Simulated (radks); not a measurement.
Effect of the nuclear size on neutral zirconium, [Kr] 4d2 5s2. Calculated with a radial shooting solver on a logarithmic mesh with Libxc functionals: Dirac Kohn-Sham, PBE, spin-unpolarised, spherical densities, finite nucleus; open shells fill j = l - 1/2 first; Fermi nuclear charge, rms radius 4.2694 fm. The rms radius is varied about that value; shifts are against it.

rms radius (fm)  total energy shift (eV)  density at nucleus (e/bohr^3)  1s1/2 shift (meV)  2s1/2 shift (meV)  4s1/2 shift (meV)  4p1/2 shift (meV)
3.4796                            -0.368                      7.627e+04               -156              -16.4             -0.394              0.069
4.0773                           -0.0959                      7.509e+04              -40.5              -4.26             -0.102              0.018
4.2694                                 0                      7.475e+04              0.000              0.000              0.000              0.000
4.5469                             0.145                      7.429e+04               61.5               6.46              0.155             -0.027
5.0763                             0.446                      7.349e+04                189               19.8              0.476             -0.083

Slopes of the eigenvalues against <r^2> in GHz/fm^2, as finite differences over the two radii next to the reference (eigenvalue slopes, not the field-shift constants of lines): 1s1/2 6090, 2s1/2 640, 4s1/2 15.4, 4p1/2 -2.69.
